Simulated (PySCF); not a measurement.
## Rotational lines of BeI⁻

Lines J+1 ← J of the vibrational ground state, computed from RHF-CCSD(T) constants of BeI⁻, ¹Σ⁺ (singlet), closed shell (PySCF, scalar-relativistic core potentials, basis sets Be def2-SVPD, I def2-SVPD with ECP28; masses 9.0122 and 126.9045 u), in MHz:

| J | ν (MHz) |
| --- | --- |
| 5 | 96486.6 |
| 6 | 112544.0 |
| 7 | 128590.5 |
| 8 | 144624.4 |
| 9 | 160644.4 |

**Question.** Find B0 and the effective bond length r0; with αe = 0.00748 cm⁻¹, find Re.

**Answer.** ν = 2B0(J+1) − 4D(J+1)³ gives B0 = 0.26836 cm⁻¹. With the reduced mass μred = 8.4146 u, r0 = √(16.8576/(μred·B0)) (u, cm⁻¹, Å) = 2.7323 Å. Be = B0 + αe/2 = 0.27210 cm⁻¹ gives Re = 2.713 Å.

Correlated steps freeze 4 core orbitals. The bond is weak. Basis-set superposition, not corrected here, can be much of De in a small basis, most of all at correlated wavefunction levels. Spin–orbit coupling is left out. For an ion De counts to the pair picked by the measured ionisation energies or electron affinities, which need not be the lowest pair at this level.
